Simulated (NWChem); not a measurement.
**Correlation energy of isocyanic acid (CHNO)**

```
C
O 1 1.1649
N 1 1.2104 2 172.97
H 3 1.0086 1 128.31 2 180.00
```
Charge 0, spin multiplicity 1.

All runs are NWChem calculations. The geometry was optimised at PBE0/def2-SVP, a minimum by its harmonic frequencies.

Basis set: cc-pVTZ. Each correlation energy counts from its own Hartree-Fock reference.

The correlated methods keep 3 core orbitals frozen. Coupled-cluster values serve here as a point of comparison, not as the truth.

One of these methods gave a correlation energy of -597.1 mHa. Which?
A. CR-CCSD[T]
B. CR-CCSD(T)
C. RI-MP2
D. CCSD

B, CR-CCSD(T). The others give -574.7 (CCSD), -577.7 (RI-MP2), -598.6 (CR-CCSD[T]).
